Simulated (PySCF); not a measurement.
# Simulated characterisation data

No solvent, equivalent nuclei averaged, non-relativistic, one conformer. GFN2-xTB geometry; B3LYP/pcJ-1 coupling constants; σ from GIAO-PBE0/pcSseg-1; PySCF.

Shifts are taken against calculated references (same method and geometry level): ¹H and ¹³C vs TMS. Multiplet labels drop J under 1 Hz and among equivalent protons, and merge close values. Unscaled 3J(H,H) run several per cent high. Where no couplings were computed, multiplicities follow the n + 1 count of equivalent neighbours, and m marks all less simple cases (inequivalent or close neighbours, rings, F or P nearby). One-bond C–F couplings are unscaled and too large by tens of Hz. Shifts are as computed. Against solution values, carbons near 30 ppm lie about +3 ppm off and those near 130 ppm about +5 ppm. Of 1211 compounds with measured shifts, 218 miss one by over three times the rms of a fit or turn the order of signals round; such compounds aren't used in these exercises.

**1.** `O=C(F)C(F)(F)F`, C₂F₄O. ¹³C{¹H} NMR (computed): δ 156.4 (dq, J = 455.3, 51.7 Hz), 123.3 (qd, J = 365.8, 100.8 Hz).

**2.** `C=C(C)[SiH2]C[SiH3]`, C₄H₁₂Si₂. ¹H NMR (600 MHz, computed): δ 6.05 (br s, 1H), 5.73 (br s, 1H), 4.53 (t, 2H), 3.90 (t, 3H), 1.99 (s, 3H), -0.12 (m, 2H). ¹³C{¹H} NMR (computed): δ 150.5 (C), 136.1 (CH2), 26.8 (CH3), -13.6 (CH2).
